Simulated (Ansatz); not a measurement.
Abridged output of a molecular run in Ansatz:

```
Functional definition: HF
3550 factors; integrals over basis functions are off by at most 9.4e-4 eV
mean field evaluation 1: about -93027.0311 eV, gradient 7.8e1 eV
mean field evaluation 2: about -93027.6705 eV, gradient 7.9e1 eV
mean field evaluation 4: about -93038.5691 eV, gradient 6.9e0 eV
mean field evaluation 8: about -93038.7306 eV, gradient 7.9e-1 eV
mean field evaluation 16: about -93038.7323 eV, gradient 2.5e-6 eV
mean field -93038.73226905 eV, -3419.1103469697 hartree, gradient 2.5e-6 eV, S^2 0.000000; 0 other end points of the search recorded, 0 dependent functions left out
28 core orbitals not correlated: weight in the atoms' cores, before any rotation towards them, 1.000 or more for the frozen orbitals, at most 0.000 for the correlated occupied ones
reference -93038.73226905 eV, -3419.1103469697 hartree; 51, 51 occupied and 459, 459 virtual orbitals, 3550 factors
second order -91.16125679 eV of doubles, -0.00000000 eV of singles
cycle   1  -88.94936426 eV  change     2.2e0 eV  update   2.2e-1
cycle   2  -91.04144877 eV  change    -2.1e0 eV  update   6.9e-2
cycle   3  -91.50187612 eV  change   -4.6e-1 eV  update   3.5e-2
cycle   4  -91.46015310 eV  change    4.2e-2 eV  update   1.1e-2
cycle   5  -91.43237837 eV  change    2.8e-2 eV  update   5.6e-3
cycle   6  -91.43872433 eV  change   -6.3e-3 eV  update   2.1e-3
cycle   7  -91.44006876 eV  change   -1.3e-3 eV  update   8.7e-4
cycle   8  -91.43914143 eV  change    9.3e-4 eV  update   3.2e-4
cycle   9  -91.43902447 eV  change    1.2e-4 eV  update   1.1e-4
perturbative correction -3.54778084 eV, -0.1303785411 hartree
Total energy: -93133.71907436 eV, -3422.6010476806 hartree
```

Its atoms:

Cartesian coordinates in Å:
```
F -2.713 1.499 0.789
C -1.498 1.903 1.152
F -1.302 3.126 0.673
F -1.450 1.951 2.477
C -0.400 0.963 0.626
C -0.755 -0.136 -0.144
C 0.198 -1.009 -0.651
C -0.252 -2.204 -1.507
F 0.152 -3.336 -0.944
F -1.575 -2.249 -1.639
F 0.287 -2.112 -2.717
O 1.448 -0.956 -0.503
Ga 2.360 0.382 0.516
F 2.922 -0.390 1.971
Cl 3.617 1.558 -0.711
O 0.757 1.322 0.971
H -1.796 -0.313 -0.358
```

(1) Which basis set was used?
A. def2-TZVPP
B. def2-QZVPP
C. cc-pV(Q+d)Z
D. def2-TZVPPD

(2) Write the keys of the input that set method, charge and spin (a neutral closed shell needs none for the last two).

Answers

(1) A. It gives 538 functions.

(2) 
```yaml
correlation: {method: ccsd_t}
```
